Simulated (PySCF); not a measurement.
# How methods differ on the electron affinity of Sb

Sb⁻ [Kr] 4d10 5s2 5p4 (3P) → Sb [Kr] 4d10 5s2 5p3 (4S), as a difference of total energies. Computed with PySCF 2.14 in aug-cc-pVTZ-PP with one added diffuse shell each of d, f type with ECP28MDF (6s5p5d3f, 67 functions), with scalar relativity through the core potential. Correlated levels: valence: 4s2 4p6 4d10 frozen. The calculations carry no spin-orbit coupling.

```json
{"method": "UHF", "electron affinity (eV)": "-0.060", "difference from reference (eV)": "-1.107"}
{"method": "LDA", "electron affinity (eV)": "1.166", "difference from reference (eV)": "+0.119"}
{"method": "PBE", "electron affinity (eV)": "0.945", "difference from reference (eV)": "-0.102"}
{"method": "PBE0", "electron affinity (eV)": "0.880", "difference from reference (eV)": "-0.167"}
{"method": "r2SCAN", "electron affinity (eV)": "0.903", "difference from reference (eV)": "-0.144"}
{"method": "BLYP", "electron affinity (eV)": "0.985", "difference from reference (eV)": "-0.062"}
{"method": "wB97M-V", "electron affinity (eV)": "0.883", "difference from reference (eV)": "-0.164"}
{"method": "B2PLYP", "electron affinity (eV)": "0.871", "difference from reference (eV)": "-0.176"}
{"method": "BHandHLYP", "electron affinity (eV)": "0.871", "difference from reference (eV)": "-0.176"}
{"method": "MP2 (valence)", "electron affinity (eV)": "0.600", "difference from reference (eV)": "-0.447"}
{"method": "SCS-MP2 (valence)", "electron affinity (eV)": "0.654", "difference from reference (eV)": "-0.393"}
```

Reference: 1.047 eV (measured; photodetachment measurements, as compiled on the Wikipedia data page of electron affinities).

The reference lies between the lowest fine-structure levels, while these numbers refer to the centres of the terms.

Errors of the correlated levels include the incompleteness of this basis and the frozen core.

A negative affinity means that the anion lies above the atom at that level of theory.

In the anion the highest occupied orbital energy is positive at LDA, PBE, PBE0, r2SCAN, BLYP, B2PLYP, BHandHLYP, a self-interaction effect; the basis confines that electron, and the energy difference can still be sensible.
